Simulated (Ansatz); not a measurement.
One change: `[Cl][In]([Cl])[Br]` becomes `[F][In]([Cl])[Cl]`.

Ansatz, PBE0-D4/def2-TZVP geometries, multiplicity 1. 

Elements past krypton have def2 core potentials. Scalar relativity is left out up to krypton.

| property | `[Cl][In]([Cl])[Br]` |
| --- | --- |
| HOMO energy (PBE/def2-TZVPP) / eV | -7.67 |
| HOMO–LUMO gap (B3LYP/def2-TZVPP) / eV | 5.47 |
| size of the dipole moment (ωB97M-V/def2-TZVPP) / D | 0.42 |
| size of the dipole moment (PBE/def2-TZVPP) / D | 0.45 |
| LUMO energy (PBE/def2-TZVPP) / eV | -3.77 |
| HOMO–LUMO gap (ωB97M-V/def2-TZVPP) / eV | 10.22 |

Question: Give the same properties after the change, and the shifts. (Best estimate.)

Answer: Ansatz gave: 
```json
{"property": "HOMO energy (PBE/def2-TZVPP) / eV", "`[F][In]([Cl])[Cl]`": "-8.20", "shift": "-0.53"}
{"property": "HOMO–LUMO gap (B3LYP/def2-TZVPP) / eV", "`[F][In]([Cl])[Cl]`": "6.01", "shift": "0.54"}
{"property": "size of the dipole moment (ωB97M-V/def2-TZVPP) / D", "`[F][In]([Cl])[Cl]`": "0.99", "shift": "0.57"}
{"property": "size of the dipole moment (PBE/def2-TZVPP) / D", "`[F][In]([Cl])[Cl]`": "0.93", "shift": "0.48"}
{"property": "LUMO energy (PBE/def2-TZVPP) / eV", "`[F][In]([Cl])[Cl]`": "-3.90", "shift": "-0.13"}
{"property": "HOMO–LUMO gap (ωB97M-V/def2-TZVPP) / eV", "`[F][In]([Cl])[Cl]`": "10.90", "shift": "0.68"}
```

With PBE0 the HOMO falls by 0.66 eV and the LUMO falls by 0.09 eV, so the gap widens by about 0.57 eV. PBE moves the HOMO by -0.53 eV and ωB97M-V by -0.72 eV. Dipoles are sizes alone; their direction can turn.

B3LYP here is the variant with VWN-RPA as its local correlation; programs differ in this.
